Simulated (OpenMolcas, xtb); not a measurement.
## A ladder of methods for InH5O (In(H2O)H3)

InH5O has 7 atoms, charge 0, and is taken as a singlet. As SMILES, `[H][In]([H])([H])<-[OH2]`. The shape comes from GFN2-xTB, which is rough for such elements, and wasn't checked as a minimum.

Quantity: the dipole moment, in D. The values are calculated.

```
                         level            kind     program  value (D)   CPU time
                      GFN2-xTB  semi-empirical         xtb       4.47  under 2 s
                      GFN0-xTB  semi-empirical         xtb       4.13  under 2 s
                      GFN1-xTB  semi-empirical         xtb       4.57  under 2 s
             HF/ANO-R0 (sfX2C)    Hartree–Fock  OpenMolcas       5.25      3.5 s
                     HF/STO-3G    Hartree–Fock  OpenMolcas       3.97      3.1 s
                      HF/3-21G    Hartree–Fock  OpenMolcas       4.33      3.5 s
  HF/def2-SVP (core potential)    Hartree–Fock  OpenMolcas       3.88      5.2 s
PBE0/def2-SVP (core potential)   global hybrid  OpenMolcas       3.88       20 s
```

All-electron rows without a relativistic Hamiltonian named are non-relativistic, while core potentials hold scalar relativity, so basis and relativity change together. The values span 3.88 to 5.25 D. Sets without polarisation functions give poor dipoles. CPU times are rough (shared hosts, several kinds of processor): they show what a rung costs within a factor of a few.
